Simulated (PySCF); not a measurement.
**A survey of 29Si NMR shifts**

Level of theory: GFN2-xTB structure, GIAO PBE0/pcSseg-1 shieldings, in PySCF 2.14.0 with density-fitted response routines (non-relativistic Hamiltonian, one conformer, no solvent model, equivalent nuclei averaged).

Shieldings were converted by a linear fit to measured shifts: 29Si: δ = 279.94 − 0.822σ (rms 8.9 ppm, 72 shifts, 25.8 ppm with the 6 outliers that the fit left out vs TMS, solution or neat liquid). A few per cent of atoms miss by over 2 rms, more outside the fitted compound classes.

(1) Give the 29Si shifts of `CC(=O)N[Si@@H]([SiH3])[SiH2][SiH3]`, `C[Si@](N)([SiH3])CO[SiH3]`, `CN[SiH]1CC1`.

(2) Match the shifts -11.4, -33.6, -42.4, -94.7 ppm to `N[SiH]1CCC1`, `C=C[SiH2]NC`, `CN[SiH]1CC1`, `CO[SiH2]N(C)C`.

Answers

(1) 
```tsv
compound	environment	δ (ppm)
[CH3:1][C:2](=[O:3])[NH:4][Si@@H:5]([SiH3:6])[SiH2:7][SiH3:8]	Si5: silicon bonded to N, 2 Si, H	-56.1
[CH3:1][C:2](=[O:3])[NH:4][Si@@H:5]([SiH3:6])[SiH2:7][SiH3:8]	Si8: silicon bonded to Si, 3 H	-104.1
[CH3:1][C:2](=[O:3])[NH:4][Si@@H:5]([SiH3:6])[SiH2:7][SiH3:8]	Si6: silicon bonded to Si, 3 H	-104.6
[CH3:1][C:2](=[O:3])[NH:4][Si@@H:5]([SiH3:6])[SiH2:7][SiH3:8]	Si7: silicon bonded to 2 Si, 2 H	-108.3
[CH3:1][Si@:2]([NH2:3])([SiH3:4])[CH2:5][O:6][SiH3:7]	Si2: silicon bonded to 2 C, N, Si	-9.6
[CH3:1][Si@:2]([NH2:3])([SiH3:4])[CH2:5][O:6][SiH3:7]	Si7: silicon bonded to O, 3 H	-34.4
[CH3:1][Si@:2]([NH2:3])([SiH3:4])[CH2:5][O:6][SiH3:7]	Si4: silicon bonded to Si, 3 H	-111.1
CN[SiH]1CC1	silicon bonded to 2 C, N, H, in a 3-membered ring	-94.7
```

(2) -11.4: N[SiH]1CCC1 (silicon bonded to 2 C, N, H, in a 4-membered ring); -33.6: CO[SiH2]N(C)C (silicon bonded to N, O, 2 H); -42.4: C=C[SiH2]NC (silicon bonded to C, N, 2 H); -94.7: CN[SiH]1CC1 (silicon bonded to 2 C, N, H, in a 3-membered ring).
